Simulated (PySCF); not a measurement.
**UHF on S⁺ (sulfur, charge +1)**

Configuration: [Ne] 3s2 3p2 4s1, high-spin 4P determinant (an excited configuration). Calculation: PySCF 2.14, in aug-cc-pV(5+d)Z; no relativity, point nucleus.

```json
{
  "Total energy": "-396.681801 hartree",
  "One-electron energy": "-539.0912 hartree",
  "Hartree (Coulomb) energy": "166.9473 hartree",
  "Exchange energy": "-24.5380 hartree",
  "Kinetic energy": "396.64453 hartree",
  "⟨S²⟩": "3.7614",
  "⟨L²⟩": "2.167",
  "Sum of ⟨r⟩": "15.03 bohr",
  "Sum of ⟨r²⟩": "37.57 bohr²",
  "Traceless quadrupole moment −½Σ⟨3z² − r²⟩ along its main axis": "-0.631 e·bohr²",
  "Density at the nucleus (Gaussians lack the cusp)": "2660 bohr⁻³",
  "Spin density at the nucleus": "1.26 bohr⁻³",
  "Langevin diamagnetic susceptibility": "-29.8 ×10⁻⁶ cm³/mol"
}
```

| shell | electrons | mean orbital energy (eV) | spread (eV) | rms radius, mean of both spins (bohr) |
| --- | --- | --- | --- | --- |
| 1s α | 1 | -2523.3 | 0 | 0.113 |
| 1s β | 1 | -2522.5 | 0 | 0.113 |
| 2s α | 1 | -264.19 | 0 | 0.517 |
| 2s β | 1 | -263.41 | 0 | 0.517 |
| 2p α | 3 | -201.09 | 0.583 | 0.491 |
| 2p β | 3 | -199.84 | 0.736 | 0.491 |
| 3s α | 1 | -42.057 | 0 | 1.71 |
| 3s β | 1 | -35.113 | 0 | 1.71 |
| 3p α | 2 | -28.171 | 0 | 1.93 |
| 4s α | 1 | -9.356 | 0 | 4.72 |

The outer electron is Rydberg-like, and this basis confines it to a smaller radius and binds it less than a complete one would.

Spin-orbit constants ζ (cm⁻¹) from the X2C one-electron operator on these orbitals (non-relativistic here): bare nucleus, nucleus screened by l(l+1)(2l+1)/3 electrons, and screened by the Breit-Pauli mean field of the electrons.

```
shell   bare  screened nucleus  mean field
   2p   7437              6507        6087
   3p  599.6             524.7       484.3
```

To first order the Landé constant is A = 161.4 cm⁻¹, so the lowest level has J = 1/2 and lies 0.0500 eV below the centre of the term. This holds in LS coupling only.
